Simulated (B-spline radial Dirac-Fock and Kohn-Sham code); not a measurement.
## Compton profile of Ru²³⁺

System: the Ru²³⁺ ion, configuration [Ar] 3d3.

Method: the impulse approximation on relativistic Hartree-Fock (Dirac-Fock) wave functions, averaged over the configuration. Computed with a radial B-spline solver. pz is in atomic units of momentum; subshell profiles are per electron, for a selection of subshells; open shells are spread over both j values by their weights.

| pz | J total | J 2s1/2 | J 2p3/2 | J 3s1/2 | J 3d5/2 |
| --- | --- | --- | --- | --- | --- |
| 0 | 1.385 | 0.0674 | 0.0348 | 0.146 | 0.0596 |
| 0.3 | 1.382 | 0.0673 | 0.0348 | 0.145 | 0.0596 |
| 0.4 | 1.380 | 0.0672 | 0.0348 | 0.144 | 0.0596 |
| 0.5 | 1.377 | 0.0671 | 0.0348 | 0.143 | 0.0596 |
| 0.6 | 1.373 | 0.0669 | 0.0348 | 0.141 | 0.0596 |
| 0.8 | 1.364 | 0.0666 | 0.0348 | 0.137 | 0.0596 |
| 1 | 1.352 | 0.0662 | 0.0348 | 0.132 | 0.0596 |
| 1.2 | 1.338 | 0.0656 | 0.0348 | 0.126 | 0.0596 |
| 1.4 | 1.321 | 0.0650 | 0.0348 | 0.120 | 0.0596 |
| 1.6 | 1.302 | 0.0643 | 0.0348 | 0.113 | 0.0596 |
| 1.8 | 1.281 | 0.0635 | 0.0348 | 0.105 | 0.0596 |
| 2 | 1.257 | 0.0626 | 0.0348 | 0.0975 | 0.0595 |
| 2.5 | 1.189 | 0.0601 | 0.0347 | 0.0779 | 0.0593 |
| 3 | 1.111 | 0.0571 | 0.0346 | 0.0596 | 0.0587 |
| 4 | 0.9378 | 0.0504 | 0.0342 | 0.0318 | 0.0561 |
| 5 | 0.7667 | 0.0429 | 0.0335 | 0.0173 | 0.0511 |
| 7 | 0.5014 | 0.0284 | 0.0309 | 0.0114 | 0.0359 |
| 10 | 0.2942 | 0.0125 | 0.0247 | 0.00915 | 0.0156 |
| 15 | 0.1454 | 0.00276 | 0.0133 | 0.00192 | 0.00297 |
| 20 | 0.07606 | 0.00164 | 0.00612 | 0.000411 | 0.000581 |
| 30 | 0.02542 | 0.00135 | 0.00118 | 0.000313 | 3.46e-05 |
| 40 | 0.01053 | 0.000724 | 0.000258 | 0.000172 | 3.55e-06 |
| 60 | 0.002490 | 0.000172 | 2.11e-05 | 3.95e-05 | < 1e-6 |
| 100 | 0.0002833 | 1.70e-05 | < 1e-6 | 3.76e-06 | < 1e-6 |

J(0) = 1.385. The 3p3/2 subshell gives the largest part, 26 %.

Mean momentum ⟨p⟩ by subshell (a.u.): 1s1/2 39.4, 2s1/2 13.9, 2p1/2 18.6, 2p3/2 18.0, 3s1/2 7.21, 3p1/2 8.55, 3p3/2 8.37, 3d3/2 9.97, 3d5/2 9.91.
